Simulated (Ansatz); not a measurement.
Consider the ligand exchange at the Nb–F bond: `[O]=[Nb]([OH])([OH])[F]` + HCl → `[O]=[Nb]([OH])([OH])[Cl]` + H–F.

Gas-phase electronic energies from Ansatz, PBE0-D4/def2-TZVP geometries. CCSD(T)/CBS adds triple-zeta CCSD(T) − MP2 to the extrapolated MP2 energy (def2 sets, frozen cores). This one scheme is used for every species. DFT in def2-TZVPP. HSE06 is defined as in plane-wave codes. def2 core potentials past Kr. For Nb outer-core shells are correlated without core-valence functions, which leaves a few kJ/mol of doubt a bond. Each species was taken in one conformer, which may not be the lowest.

Q: Is it downhill or uphill in electronic energy at CCSD(T)/CBS, and by how much? (Best estimate.)

A: Computed: Nearly level: ΔE = -0.6 kJ/mol.

Q: What do these levels give: PBE-D4, r2SCAN0-D4, PBE0, HSE06, HF/def2-TZVPP, SCS-MP2/def2-QZVPP? (Best estimate.)

A: Ansatz gave: PBE-D4 8.9, r2SCAN0-D4 5.5, PBE0 7.0, HSE06 6.4, HF/def2-TZVPP 12.9, SCS-MP2/def2-QZVPP -2.5 kJ/mol.

Q: What do rigid-rotor, harmonic-oscillator terms from PBE0-D4/def2-TZVP frequencies (298.15 K, 1 bar) make of the CCSD(T)/CBS value? (Estimate.)

A: Ansatz gave: ΔZPE = +4.8 kJ/mol, ΔH = +5.0 kJ/mol, ΔS = -1 J/(mol·K), ΔG = +5.4 kJ/mol.

Largest T1 diagnostic among the species: 0.022, so the coupled-cluster value is less sure than usual.

From r2SCAN to r2SCAN0 (25 % exact exchange), in def2-TZVPP and without D4, ΔE moves by −4.9 kJ/mol. The D4 term adds −5.3 kJ/mol with B3LYP and −2.9 kJ/mol with PBE0; it sums over pairs of atoms, weighted by their polarisabilities, and B3LYP, whose exchange is more repulsive, gets the larger term.

B3LYP here is the variant with VWN-RPA as its local correlation; programs differ in this.
